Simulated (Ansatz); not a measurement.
A run for Ansatz (a program for electronic structure): R-PBE0/def2-TZVPP on B6H10N6 (SMILES B1NBN(B2NBNBN2)BN1).

Ansatz 0.2 input:
```yaml
crystal:
  periodic: [false, false, false]
  atoms:
    - {symbol: B, position_ang: [-0.72821596, -0.00000000, 0.00000000]}
    - {symbol: N, position_ang: [-1.48776378, 1.19789232, 0.21789980]}
    - {symbol: H, position_ang: [-0.98609755, 2.06396948, 0.37101622]}
    - {symbol: B, position_ang: [-2.91322270, 1.23043773, 0.22358630]}
    - {symbol: H, position_ang: [-3.51181299, 2.26302184, 0.40927725]}
    - {symbol: N, position_ang: [-3.60532289, 0.00000000, -0.00000000]}
    - {symbol: H, position_ang: [-4.61781170, 0.00000000, -0.00000000]}
    - {symbol: B, position_ang: [-2.91322270, -1.23043773, -0.22358630]}
    - {symbol: H, position_ang: [-3.51181299, -2.26302184, -0.40927725]}
    - {symbol: N, position_ang: [-1.48776378, -1.19789232, -0.21789980]}
    - {symbol: H, position_ang: [-0.98609755, -2.06396949, -0.37101622]}
    - {symbol: B, position_ang: [1.48654751, 1.09741901, 0.57263378]}
    - {symbol: H, position_ang: [0.92631047, 2.04103765, 1.07621026]}
    - {symbol: N, position_ang: [0.74639359, 0.00000000, 0.00000000]}
    - {symbol: B, position_ang: [1.48654751, -1.09741901, -0.57263378]}
    - {symbol: H, position_ang: [0.92631047, -2.04103765, -1.07621026]}
    - {symbol: N, position_ang: [2.91224030, -1.07425054, -0.56170867]}
    - {symbol: H, position_ang: [3.40672823, -1.85535922, -0.97592363]}
    - {symbol: B, position_ang: [3.66613964, 0.00000000, -0.00000000]}
    - {symbol: H, position_ang: [4.87215831, -0.00000000, -0.00000000]}
    - {symbol: N, position_ang: [2.91224030, 1.07425054, 0.56170867]}
    - {symbol: H, position_ang: [3.40672823, 1.85535922, 0.97592363]}
basis:
  gaussian:
    orbitals: def2-TZVPP
hamiltonian:
  xc: {name: PBE0}
scf: {lower_state_search: off}
```

It printed:

```
WARN ansatz: RAYON_NUM_THREADS=8 ignored (pool sized by the plan → 8); use --threads N
Functional definition: PBE0
these checks for a lower state are left out or cut short: stability, starts, cluster_reference, orbital_swaps, neighbouring_geometries, increment
integrals: 1.03 GiB planned
2534 factors; their error is unknown
mean field: 7.41 GiB planned
mean field evaluation 1: about -13138.3081 eV, gradient 1.2e2 eV
mean field evaluation 2: about -13111.7532 eV, gradient 1.6e2 eV
mean field evaluation 4: about -13163.6710 eV, gradient 3.7e0 eV
mean field evaluation 8: about -13163.7147 eV, gradient 5.1e-1 eV
mean field evaluation 16: about -13163.7150 eV, gradient 1.4e-4 eV
mean field -13163.71500364 eV, -483.7576036974 hartree, gradient 4.5e-6 eV, S^2 0.000000; 0 other end points of the search recorded, 0 dependent functions left out
reference -13163.71505485 eV, -483.7576055791 hartree; 41, 41 occupied and 471, 471 virtual orbitals, 2534 factors
Total energy: -13163.71505485 eV, -483.7576055791 hartree
Checks for a lower state left out: stability, starts, cluster_reference, orbital_swaps, neighbouring_geometries, increment
```

The run converged.

Cost: roughly 40 core-seconds.
